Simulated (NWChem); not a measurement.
## Basis-set convergence for HFOPb

```xyz
4

Pb    -0.0275    -0.2650     0.0000
F     -1.3778     1.3112     0.0000
O      1.6581     0.9996     0.0000
H      1.3925     1.9336     0.0000
```
Charge 0, spin multiplicity 1.

The numbers come from NWChem runs, not from measurements. All single points use one geometry, from B3LYP/def2-SVP with def2 effective core potentials on Pb, a minimum by its harmonic frequencies. It is one conformer; others weren't searched.

Quantity: dipole moment at the level PBE.

Effective core potentials replace the inner electrons of Pb; spin-orbit coupling is left out. The structure started from a generated list of species.

Relative cost: rough, from shared machines, SCF included, def2-SVP = 1.

In def2-QZVP the value is 3.05 D. Among def2-SVP, def2-SVPD, def2-TZVP, def2-TZVPP, def2-TZVPD, which is the smallest basis within 0.03 D of it?

No smaller set comes that close. def2-QZVP isn't the basis-set limit itself, and a small set can land close by cancellation.

```tsv
basis	functions	dipole moment (D)	relative cost
def2-SVP	59	2.39	1
def2-SVPD	86	3.19	under 3
def2-TZVP	118	2.92	under 3
def2-TZVPP	126	2.96	3
def2-TZVPD	145	3.13	6
def2-QZVP	226	3.05	80
```
